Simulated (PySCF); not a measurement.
C3H7NSi, SMILES N#CCC[SiH3].

The structure is a stationary point at TPSSh-D3(BJ)/def2-SVP. Other conformers were not sampled.

All values below come from TPSSh-D3(BJ)/def2-SVP (PySCF 2.14.0).

Frequencies are harmonic and unscaled.

### Question
List the normal modes with their intensities. (The exact figures need the calculation; the answer reports its results.)

### Answer

| mode | ν (cm⁻¹) | IR (km/mol) | moving atoms (share of kinetic energy) |
|---|---|---|---|
| 1 | 70 | 2.9 | H 38 %, N 28 %, Si 19 %, C 15 % |
| 2 | 123 | 1.9 | H 66 %, N 20 %, Si 9 % |
| 3 | 185 | 0.7 | H 42 %, C 38 %, N 14 % |
| 4 | 250 | 3.5 | C 51 %, H 26 %, N 12 %, Si 10 % |
| 5 | 370 | 0.2 | C 55 %, H 26 %, N 18 % |
| 6 | 499 | 2.8 | H 78 %, C 18 % |
| 7 | 532 | 10.0 | H 45 %, C 44 % |
| 8 | 610 | 9.5 | C 40 %, H 36 %, Si 22 % |
| 9 | 690 | 27.8 | H 55 %, C 31 %, Si 14 % |
| 10 | 806 | 26.5 | H 47 %, C 40 %, N 9 % |
| 11 | 904 | 11.5 | C 50 %, H 39 %, N 9 % |
| 12 | 934 | 213.4 | H 88 %, Si 8 % |
| 13 | 941 | 35.9 | H 62 %, C 32 % |
| 14 | 958 | 43.6 | H 97 % |
| 15 | 964 | 38.3 | H 95 % |
| 16 | 1035 | 2.8 | C 61 %, H 34 % |
| 17 | 1155 | 2.2 | H 85 %, C 14 % |
| 18 | 1193 | 6.3 | H 72 %, C 28 % |
| 19 | 1296 | 0.6 | H 78 %, C 22 % |
| 20 | 1344 | 3.2 | H 68 %, C 31 % |
| 21 | 1443 | 5.4 | H 93 % |
| 22 | 1461 | 6.9 | H 92 % |
| 23 | 2249 | 89.9 | H 97 % |
| 24 | 2261 | 114.4 | H 97 % |
| 25 | 2276 | 77.1 | H 96 % |
| 26 | 2356 | 8.8 | C 62 %, N 38 % |
| 27 | 3041 | 10.3 | H 95 % |
| 28 | 3044 | 8.6 | H 94 % |
| 29 | 3087 | 2.8 | H 90 %, C 10 % |
| 30 | 3099 | 6.7 | H 91 %, C 9 % |
